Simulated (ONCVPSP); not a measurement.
# Before and after: ONCV potential for Tc (Z = 43)

Tc, optimised norm-conserving Vanderbilt (ONCV), made with ONCVPSP 4.0.1 (PBE, scalar-relativistic). Core [Ar] 3d10, reference 4s2 4p6 4d5 5s1 (charge +1). Waves: 4s+5s: rc 1.75 bohr, ncon 3, nbas 7, qcut 7.2 1/bohr, 2 projectors; 4p: rc 1.65 bohr, ncon 5, nbas 10, qcut 10.2 1/bohr, 1 projector; 4d: rc 1.50 bohr, ncon 4, nbas 9, qcut 7 1/bohr, 1 projector. Local part: polynomial inside 1.15 bohr (lpopt 5, dvloc0 0 Ha). Core correction: polynomial model core, fcfact 0.5.

Change: all radii but the core radius scaled by about 0.79 (s 1.38, p 1.30, d 1.18 bohr); local potential polynomial inside 0.90 bohr (lpopt 5, dvloc0 0 Ha).

Cutoffs: the cutoffs (Ha) at which the residual kinetic energy of the hardest occupied pseudo-wave falls to 1 and 0.1 mHa per electron; they do not see the model core or the augmentation charge, which bear on the density cutoff. Errors are all-electron minus pseudo energies relative to the spin-unpolarised reference configuration.

Task: How do hardness, ghosts and transferability respond?

Result: The potential gets harder (32 Ha and 38 Ha → 38 Ha and 128 Ha); of the 4 tests that both files solve, the error grows in 2 and shrinks in 1 by more than 15 % and 0.3 meV (median size 0.5 → 1.3 meV); neither file shows a bound ghost. A smaller radius makes the pseudo-wave follow the all-electron one further in, where it bends more sharply, so more plane waves are needed.

```tsv
quantity	base	changed
cutoff, loose	32 Ha	38 Ha
cutoff, tight	38 Ha	128 Ha
loose cutoff by channel	s 17 Ha, p 32 Ha, d 21 Ha	s 22 Ha, p 38 Ha, d 25 Ha
bound ghosts	none	none
GHOST(+) flags under 300 eV	s at 134.8 eV	s at 81.7 eV
error for 4s2 4p6 4d5 5s2, meV [ΔE -8.15 eV]	+0.5	+0.9
error for 4s2 4p6 4d5 5s0, meV [ΔE 14.85 eV]	-4.1	-3.0
error for 4s2 4p6 4d4 5s0, meV [ΔE 43.56 eV]	-0.3	+1.7
error for 4s2 4p6 4d5.5 5s1.5, meV [ΔE -8.79 eV]	+0.6	+0.4
rms error of d²Exc/dni dnj with the model core, mHa	1.57	0.81
```
